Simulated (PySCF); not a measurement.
Numbering as in the mapped SMILES `[SiH3:1][CH2:2][C:3]#[C:4][CH:5]([Cl:6])[Cl:7]`. Hydrogens are named by the atom that carries them.

[PySCF 2.14: GFN2-xTB structure; shielding tensors at PBE0/pcSseg-1 (GIAO); a single conformation; one averaged value for each set of equivalent atoms; no relativistic terms; in vacuum]

References, each an isolated molecule treated in the same way: $^{13}$C (186.93 ppm), $^{1}$H (31.72 ppm), $^{29}$Si (349.16 ppm) against TMS; HCl for $^{35}$Cl (949.78 ppm).

```json
{"atoms": "Si1", "nucleus": "$^{29}$Si", "count": "1", "δ (ppm)": "?"}
{"atoms": "H(C5)", "nucleus": "$^{1}$H", "count": "1", "δ (ppm)": "6.32"}
{"atoms": "H(C2)", "nucleus": "$^{1}$H", "count": "2", "δ (ppm)": "?"}
{"atoms": "H(Si1)", "nucleus": "$^{1}$H", "count": "3", "δ (ppm)": "4.04"}
{"atoms": "C4", "nucleus": "$^{13}$C", "count": "1", "δ (ppm)": "?"}
{"atoms": "Cl6/Cl7", "nucleus": "$^{35}$Cl", "count": "2", "δ (ppm)": "361"}
{"atoms": "C5", "nucleus": "$^{13}$C", "count": "1", "δ (ppm)": "72.1"}
{"atoms": "C2", "nucleus": "$^{13}$C", "count": "1", "δ (ppm)": "0.7"}
{"atoms": "C3", "nucleus": "$^{13}$C", "count": "1", "δ (ppm)": "103.4"}
```

Q: Complete the table.

A: 
- C4: 81.5 ppm, alkyne carbon; the triple bond shields along its axis, which puts it between sp3 and sp2 carbons
- H(C2): 1.95 ppm, hydrogen on a propargylic sp3 CH2 bonded to Si
- Si1: -69.1 ppm, silicon bonded to C, 3 H

Carbons that carry Cl, above all several Cl atoms, come out too deshielded, partly because spin–orbit coupling is missing. Shifts are as computed. Against solution values, carbons near 30 ppm lie about +3 ppm off and those near 130 ppm about +5 ppm; carbons on Cl a further +6 ppm. Of 1211 compounds with measured shifts, 218 miss one by over three times the rms of a fit or turn the order of signals round; such compounds aren't used in these exercises.
